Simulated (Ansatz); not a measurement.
Two isomers of C3H7BO: A = `CC1CB1O`, B = `CB(C)C=O`.

Gas-phase electronic energies from Ansatz, PBE0-D4/def2-TZVP geometries. CBS: MP2 limit from def2 TZ/QZ plus the TZ coupled-cluster correction, frozen cores. DFT in def2-TZVPP. B3LYP here is the variant with VWN-RPA as its local correlation; programs differ in this. Each species was taken in one conformer, which may not be the lowest.

A:

Z-matrix (Å, degrees):
```
C
C 1 1.509
H 1 1.095 2 111.6
H 1 1.093 2 111.2 3 120.7
H 1 1.094 2 111.3 3 -120.0
C 2 1.576 1 118.5 3 76.1
B 2 1.517 1 123.7 3 146.0
H 2 1.089 1 113.8 3 -59.9
H 6 1.086 2 116.7 1 -132.6
H 6 1.088 2 115.8 1 3.3
O 7 1.341 2 147.4 1 71.0
H 11 0.962 7 112.9 2 -177.2
```

B:

Z-matrix (Å, degrees):
```
C
B 1 1.559
H 1 1.093 2 112.5
H 1 1.100 2 107.3 3 -115.5
H 1 1.092 2 114.2 3 126.0
C 2 1.559 1 124.2 3 -139.6
C 2 1.584 1 118.2 3 37.9
H 6 1.093 2 114.5 1 -146.6
H 6 1.092 2 114.1 1 -18.7
H 6 1.101 2 105.1 1 98.1
O 7 1.213 2 120.4 1 -86.1
H 7 1.121 2 120.8 1 95.1
```

(1) Which is lower in electronic energy at CCSD(T)/CBS, and by how much? (Estimate.)

(2) Give E(B) − E(A) in kJ/mol with CCSD(T)/def2-TZVPP, B2PLYP, CCSD/def2-TZVPP, r2SCAN-D4, BLYP-D4, ωB97M-V, B3LYP-D4. (An estimate is asked.)

(3) Does the order hold for the free energy at 298.15 K (harmonic terms from PBE0-D4)? (Best estimate.)

Largest T1 diagnostic: 0.014.

## Answers

(1) Ansatz gave: A, by 52.8 kJ/mol.

(2) The calculation gave: CCSD(T)/def2-TZVPP 49.7, B2PLYP 45.4, CCSD/def2-TZVPP 50.1, r2SCAN-D4 52.1, BLYP-D4 29.7, ωB97M-V 54.9, B3LYP-D4 40.7. None reverses the order clearly.

(3) Ansatz gave: Yes: G(B) − G(A) = +31.5 kJ/mol, for one conformer each. Modes under 60 cm⁻¹, often nearly free rotors, make the harmonic entropy too high.

Leaving LDA and LC-ωPBE aside and taking each functional with its dispersion term where it has one, the values, not all of them listed here, spread over 35.9 kJ/mol, from BLYP-D4 to PBE-QIDH. LDA lies +32.9 kJ/mol from PBE without D4. From BLYP to BHLYP (50 % exact exchange), in def2-TZVPP and without D4, E(B) − E(A) moves by +18.1 kJ/mol.
